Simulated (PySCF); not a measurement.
C3H6FOSi (doublet state).
Z-matrix (Å and degrees, GFN2-xTB geometry), rows numbered from 1:
```
C 
O   1  1.4046
C   2  1.3895  1  113.53
Si  3  1.9226  2  116.96  1   -95.77
C   3  1.5305  2  114.08  1  -169.92
F   5  1.3760  3  113.23  4   116.79
H   1  1.0881  2  106.77  3  -178.36
H   1  1.0963  2  111.20  3   -58.83
H   1  1.0976  2  110.76  3    62.23
H   3  1.0897  2  114.08  1    54.40
H   4  1.4618  3  116.10  5    90.97
H   5  1.0878  3  114.66  4  -117.80
```

The hyperfine couplings belong to this conformer and change with its torsions.

As a line formula: `CO[C@@H]1[SiH][C@H]1F` [radical].

Computed with UKS B3LYP, pcH-1 on C F H O Si, non-relativistic, mean-field spin-orbit, GIAO in PySCF. One conformer (not necessarily the lowest) at the GFN2-xTB geometry, without solvent, vibrations or thermal averaging. The geometry wasn't refined by DFT: couplings that depend on bond lengths, twists or pyramidal angles can differ widely from those at the functional's own minimum, by a factor of two or more for some ions and for spin on atoms past the first row. No stability test was run, so a lower SCF solution isn't excluded.

Predict the first-order ENDOR lines of C3, C5, C1, F6, H11, H10, H7/H8/H9 and H12 under fast tumbling at B = 331.4 mT (X band).

For S = 1/2 in fast tumbling each set of equivalent nuclei gives two lines, ν± = |νn ± a/2| to first order, with νn = g_N μN B/h and μN/h = 7.62259 MHz/T.

```csv
nuclei,isotope,g_N,νn (MHz),a_iso (MHz),lower line (MHz),upper line (MHz)
C3,13C,1.4048,3.55,24.00,8.45,15.55
C5,13C,1.4048,3.55,-11.41,2.16,9.25
C1,13C,1.4048,3.55,1.57,2.76,4.33
F6,19F,5.2577,13.28,64.76,19.10,45.66
H11,1H,5.5857,14.11,107.75,39.76,67.98
H10,1H,5.5857,14.11,-11.40,8.41,19.81
H7/H8/H9,1H,5.5857,14.11,4.64,11.79,16.43
H12,1H,5.5857,14.11,-3.94,12.14,16.08
```

The rows for 13C, of low natural abundance, apply to labelled samples.

Which pairs are centred on the nuclear Larmor frequency, and which on half the coupling?

Centred on νn, since |a| < 2νn: C1, H10, H7/H8/H9 and H12. Centred on |a|/2 and split by 2νn: C3, C5, F6 and H11.

At what field would the lower line of C5 fall to zero frequency?

Where νn = |a|/2, that is B = 5.70 MHz/(1.4048 × 7.62259 MHz/T) = 533 mT, as far as first order holds there.

Means are taken over nuclei equivalent by connectivity, which assumes that they swap fast. The three 1H nuclei of mean +4.6 MHz run from -0.5 to 8.9 MHz in the frozen geometry.
